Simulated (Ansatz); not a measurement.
Geometry optimisation, RKS B3LYP-D4/6-31G* in Ansatz 0.2.0.

Input:

```yaml
crystal:
  periodic: [false, false, false]
  atoms:
    - { symbol: O, position_ang: [-0.9511, 0.2155, 2.5595] }
    - { symbol: C, position_ang: [-0.3815, -0.312, 1.4648] }
    - { symbol: C, position_ang: [-0.1503, 0.3211, 0.2942] }
    - { symbol: Cl, position_ang: [0.52375, -0.55816, -1.04412] }
    - { symbol: Si, position_ang: [-0.70585, 2.10998, 0.02392] }
    - { symbol: O, position_ang: [0.48533, 2.97499, -0.72642] }
    - { symbol: H, position_ang: [-1.185, 1.1863, 2.317] }
    - { symbol: H, position_ang: [-0.0892, -1.3255, 1.6757] }
    - { symbol: H, position_ang: [-1.91969, 2.08224, -0.83642] }
    - { symbol: H, position_ang: [-1.05313, 2.70654, 1.33432] }
    - { symbol: H, position_ang: [0.91308, 2.53749, -1.45884] }
basis:
  gaussian: { orbitals: "6-31G*" }
hamiltonian:
  xc: b3lyp
  dispersion: d4
relax:
  f_tol: 0.015
  max_steps: 40
output:
  orbitals: {}
```

Launched with:

```bash
$ ansatz run input.yaml --threads 2 --pin off --max-ram 3072MiB --backend cpu --events-out ev --progress --plain --runs-dir out
```

Question: Where does it end, and by what steps?

Answer: It converged. After 12 steps the energy has fallen by 0.226 eV; H9 moved furthest, 0.34 Å.

```tsv
step	energy less start (eV)	largest force component (eV/Å)	accepted
0	0.0000	2.395	yes
1	-0.1699	1.096	yes
2	-0.2034	0.346	yes
3	-0.2134	0.256	yes
4	-0.2200	0.093	yes
5	-0.2226	0.119	yes
6	-0.2238	0.123	yes
7	-0.2248	0.047	yes
8	-0.2252	0.047	yes
9	-0.2254	0.046	yes
10	-0.2252	0.076	no
11	-0.2256	0.018	yes
12	-0.2257	0.014	yes
```

```xyz
11
Properties=species:S:1:pos:R:3
O -0.709 0.238 2.675
C -0.345 -0.301 1.490
C -0.335 0.321 0.297
Cl 0.220 -0.633 -1.104
Si -0.789 2.078 -0.107
O 0.523 3.000 -0.542
H -0.962 1.170 2.549
H -0.051 -1.341 1.610
H -1.833 2.068 -1.162
H -1.323 2.708 1.132
H 1.090 2.630 -1.235
```

Whether the end is a true minimum wasn't checked by a vibrational analysis.

Run time: 32 s on 2 threads of Intel(R) Xeon(R) 6975P-C (Granite Rapids), with other jobs on the host, peak memory 0.28 GiB.
